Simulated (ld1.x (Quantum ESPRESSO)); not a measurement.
How hard is this phosphorus TM potential?

- Element: P
- Generator: ld1.x (Quantum ESPRESSO) 7.5
- Type: norm-conserving Troullier–Martins (Kleinman–Bylander form)
- Functional: LDA (PZ)
- Relativity: scalar-relativistic
- Frozen core: [Ne]
- Valence charge: 5
- Reference configuration: 3s2 3p3
- Partial waves: 3s (bound): rc 1.15 bohr; 3p (bound): rc 1.65 bohr
- Local potential: all-electron potential smoothed inside 1.00 bohr (lloc = -1)
- Core correction: a·sin(br)/r model core inside 1.05 bohr

The pseudo-atom Hamiltonian at the reference potential is diagonalised in spherical Bessel functions j_l(qr) that vanish at 20 bohr, with q² up to the cutoff. All-electron valence levels (Ry): 3s -1.0305, 3p -0.4118.

Q: How do the lowest levels (Ry) of each channel move with the cutoff, and are there ghosts?

A:

```csv
cutoff (Ry),s #1,s #2,p #1,d #1,d #2,f #1,Σ f·Δε (mRy)
8,-0.9292,-0.0196,-0.4076,0.0657,0.1446,0.1152,215.3
12,-0.9801,-0.0225,-0.4111,0.0655,0.1435,0.1152,102.8
21,-1.0101,-0.0239,-0.4115,0.0654,0.1425,0.1152,41.6
30,-1.0109,-0.0240,-0.4118,0.0653,0.1422,0.1152,39.3
40,-1.0164,-0.0256,-0.4118,0.0653,0.1420,0.1152,28.3
50,-1.0242,-0.0320,-0.4118,0.0653,0.1420,0.1152,12.6
70,-1.0272,-0.0510,-0.4118,0.0653,0.1420,0.1152,6.7
90,-1.0283,-0.0519,-0.4118,0.0653,0.1420,0.1152,4.3
110,-1.0297,-0.0531,-0.4118,0.0653,0.1420,0.1152,1.6
160,-1.0301,-0.0539,-0.4118,0.0653,0.1420,0.1152,0.7
200,-1.0304,-0.0545,-0.4118,0.0653,0.1420,0.1152,0.3
400,-1.0305,-0.0548,-0.4118,0.0653,0.1420,0.1152,0.0
```

Result: no extra level below or beside the all-electron valence levels (s, p, d, f tested); 10 mRy is reached at 55 Ry and 1 mRy at 160 Ry.

Its largest configuration-test error is +768 meV.
